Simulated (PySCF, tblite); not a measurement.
Isomers of C3H10F2SSi2, one GFN2-xTB conformer each. Single-point energies are computed at PBE0/pcSseg-1 (PySCF, gas phase, no added dispersion term), electronic only.

Question: Rank them by PBE0/pcSseg-1 energy, lowest first (kJ/mol).
A. `[CH3:1][S:2][C@@H:3]([CH2:4][SiH2:5][F:6])[SiH2:7][F:8]` with C1–S2–C3–C4 125°, S2–C3–C4–Si5 -59°, C3–C4–Si5–F6 -43°, S2–C3–Si7–F8 179°
B. `[CH3:1][C:2]([F:3])([F:4])[Si@H:5]([SH:6])[CH2:7][SiH3:8]` with C1–C2–Si5–S6 64°, C2–Si5–S6–H 41°, C2–Si5–C7–Si8 -175°
C. `[CH3:1][S:2][Si@@H:3]([F:4])[C@@H:5]([F:6])[CH2:7][SiH3:8]` with C1–S2–Si3–F4 46°, S2–Si3–C5–F6 160°, Si3–C5–C7–Si8 -175°
D. `[CH3:1][S:2][CH2:3][Si@@H:4]([CH2:5][F:6])[SiH2:7][F:8]` with C1–S2–C3–Si4 -166°, S2–C3–Si4–C5 -59°, C3–Si4–C5–F6 173°, C3–Si4–Si7–F8 88°

Answer: A (0.0), C (94.2), B (179.6), D (192.9).

As drawn, the highest has an Si–Si bond, which the lowest lacks. GFN2-xTB itself gives, in the same order: 0.0, 125.2, 264.9, 230.2. Both levels put the same isomer lowest; measured from each level's own lowest isomer, the values differ by up to 85.3 kJ/mol (CC(F)(F)[Si@H](S)C[SiH3]: 264.9 against 179.6).

Question: Which frontier levels, dipoles and rotational constants go with these structures?

Answer: 
| SMILES | HOMO (eV, PBE0/pcSseg-1) | LUMO (eV) | dipole (D) | A, B, C (MHz) |
| --- | --- | --- | --- | --- |
| CS[C@@H](C[SiH2]F)[SiH2]F | -6.70 | 0.07 | 1.07 | 1413, 754.7, 575.1 |
| CS[Si@@H](F)[C@@H](F)C[SiH3] | -7.36 | -0.06 | 1.72 | 2227, 538.0, 501.0 |
| CC(F)(F)[Si@H](S)C[SiH3] | -7.53 | 0.05 | 1.86 | 1598, 704.6, 563.6 |
| CSC[Si@@H](CF)[SiH2]F | -6.68 | -0.90 | 3.38 | 1223, 704.0, 512.5 |

Question: What happens when harmonic zero-point energies from GFN2-xTB frequencies are added?

Answer: 
```tsv
SMILES	ZPE (kJ/mol)	electronic (kJ/mol)	with ZPE (kJ/mol)
CS[C@@H](C[SiH2]F)[SiH2]F	317.7	0.0	0.0
CS[Si@@H](F)[C@@H](F)C[SiH3]	316.6	94.2	93.1
CC(F)(F)[Si@H](S)C[SiH3]	306.1	179.6	167.9
CSC[Si@@H](CF)[SiH2]F	318.1	192.9	193.3
```

The zero-point energies span 12.0 kJ/mol. The order is unchanged.
